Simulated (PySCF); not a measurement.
Species: pyrocatechol, C6H6O2.
Atom-mapped SMILES: `[OH:1][c:2]1[cH:3][cH:4][cH:5][cH:6][c:7]1[OH:8]` (hydrogens: H9 on O1; H10 on C3; H11 on C4; H12 on C5; H13 on C6; H14 on O8)

Theory: PBE0-D3(BJ)/def2-SVP geometry optimisation, gas phase (PySCF).

Task: What internal coordinates does the optimisation give?

Result: 
| bond | length (Å) | order |
| --- | --- | --- |
| O1–C2 | 1.346 | single |
| C2–C3, C6–C7 | 1.390 | aromatic |
| C3–C4, C5–C6 | 1.397 | aromatic |
| C4–C5 | 1.392 | aromatic |
| C7–O8 | 1.361 | single |
| C2–C7 | 1.407 | aromatic |
| O1–H9, O8–H14 | 0.964 | single |
| C3–H10, C6–H13 | 1.093 | single |
| C4–H11, C5–H12 | 1.092 | single |

Bonds in one row agree within 0.01 Å and their mean is given. Orders are formal, as drawn. A selection of angles:
| angle | degrees |
| --- | --- |
| C2–O1–H9 | 107.3 |
| O1–C2–C3 | 121.0 |
| O1–C2–C7 | 119.8 |
| C3–C2–C7 | 119.2 |
| C2–C3–C4 | 120.3 |
| C2–C3–H10 | 118.2 |
| C4–C3–H10 | 121.5 |
| C3–C4–C5 | 120.3 |
| C3–C4–H11 | 119.5 |
| C5–C4–H11 | 120.2 |
| C4–C5–H12 | 120.6 |
| C7–C6–H13 | 119.5 |
| C6–C7–O8 | 124.8 |
| C2–C7–O8 | 114.7 |
| C7–O8–H14 | 110.2 |

Torsions: H9–O1–C2–C3 180° (antiperiplanar); H14–O8–C7–C6 0° (synperiplanar).

The 8 heavy atoms lie in one plane (0.001 Å rms). Of the pairs four or more bonds apart, those above aside, H13···H14 is among the closest relative to their van der Waals radii: 2.35 Å, 98 % of the sum of Bondi's values. O1 (phenol-type oxygen) is bent (angle 107.3°). The 6-membered ring C2–C3–C4–C5–C6–C7 has internal angles of 119.2° to 120.5° (sum 720°, against 720° for a flat polygon); it is planar, 0.00 Å rms from its mean plane, widest ring torsion 0°. H9 on O1 lies 2.09 Å from O8, 4 bonds away (angle at H 115°; Bondi radii sum to 2.72 Å).

Point group: Cs (every atom within 0.08 Å of its image). Stationary, but not proved a minimum. The numbers are those of one conformer (H–O1–C2–C3 180°, C6–C7–O8–H 0°).

Hardware: Arm Neoverse V1, one thread, shared host. Cost: 42 s of wall time. These figures are those of the optimisation.
